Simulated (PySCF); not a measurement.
# Electron correlation in Tc⁺ (technetium, charge +1)

[Kr] 4d4 5s1 5p1, one real determinant (an excited configuration). All numbers are calculated (PySCF 2.14, a scalar-relativistic core potential, in def2-TZVPPD with the def2 core potential (28 electrons) (6s4p3d2f1g, 56 functions)). Frozen: nothing; 14 electrons correlated.

| level | correlation energy (mhartree) |
| --- | --- |
| CCSD | -351.06 |
| (T) | -8.39 |
| CCSD(T) | -359.45 |

Diagnostics: T1 = 0.011, D1 = 0.0560, largest double amplitude 0.030.

The real determinant used has ⟨L²⟩ near 8 against 12 for a pure F term, so it mixes terms.

Cost of the coupled-cluster step: about 6 core-seconds, for 14 correlated electrons.

Iterations:

```
CC2 = 0
CCSD nocc = (np.int64(10), np.int64(4)), nmo = (56, 56)
frozen orbitals [[], []]
max_cycle = 100
direct = 0
conv_tol = 1e-08
conv_tol_normt = 1e-06
diis_space = 8
diis_start_cycle = 0
Init t2, MP2 energy = -0.34183606642351
Init E_corr(UCCSD) = -0.341836066426677
cycle = 1  E_corr(UCCSD) = -0.346322960528926  dE = -0.0044868941  norm(t1,t2) = 0.0490585
cycle = 2  E_corr(UCCSD) = -0.350690168291886  dE = -0.00436720776  norm(t1,t2) = 0.0394022
cycle = 3  E_corr(UCCSD) = -0.349441705233035  dE = 0.00124846306  norm(t1,t2) = 0.0573202
cycle = 4  E_corr(UCCSD) = -0.350816284411071  dE = -0.00137457918  norm(t1,t2) = 0.0147326
cycle = 5  E_corr(UCCSD) = -0.351137296025279  dE = -0.000321011614  norm(t1,t2) = 0.00450469
cycle = 6  E_corr(UCCSD) = -0.350924566829069  dE = 0.000212729196  norm(t1,t2) = 0.00293426
cycle = 7  E_corr(UCCSD) = -0.351043477585065  dE = -0.000118910756  norm(t1,t2) = 0.00177423
cycle = 8  E_corr(UCCSD) = -0.351073671270903  dE = -3.01936858e-05  norm(t1,t2) = 0.000921139
cycle = 9  E_corr(UCCSD) = -0.351052732978739  dE = 2.09382922e-05  norm(t1,t2) = 0.000504071
cycle = 10  E_corr(UCCSD) = -0.351056757117817  dE = -4.02413908e-06  norm(t1,t2) = 0.000219029
cycle = 11  E_corr(UCCSD) = -0.351063318405622  dE = -6.5612878e-06  norm(t1,t2) = 7.42098e-05
cycle = 12  E_corr(UCCSD) = -0.351063283275895  dE = 3.51297268e-08  norm(t1,t2) = 2.03073e-05
cycle = 13  E_corr(UCCSD) = -0.351062869466467  dE = 4.13809428e-07  norm(t1,t2) = 7.60972e-06
cycle = 14  E_corr(UCCSD) = -0.351062671832196  dE = 1.97634271e-07  norm(t1,t2) = 2.12505e-06
cycle = 15  E_corr(UCCSD) = -0.351062688786173  dE = -1.6953977e-08  norm(t1,t2) = 6.2491e-07
cycle = 16  E_corr(UCCSD) = -0.351062699522827  dE = -1.07366538e-08  norm(t1,t2) = 2.51069e-07
cycle = 17  E_corr(UCCSD) = -0.35106269893284  dE = 5.89987004e-10  norm(t1,t2) = 1.55629e-07
UCCSD converged
E(UCCSD) = -79.95605742195774  E_corr = -0.3510626989328399
UCCSD(T) correction = -0.00839163527408784
```

The reference is one real determinant that mixes LS terms of this configuration.

The basis has no tight functions for the innermost shells, so their pair energies are far from complete.

This basis was not built for core-valence correlation, so the inner-shell part is incomplete.
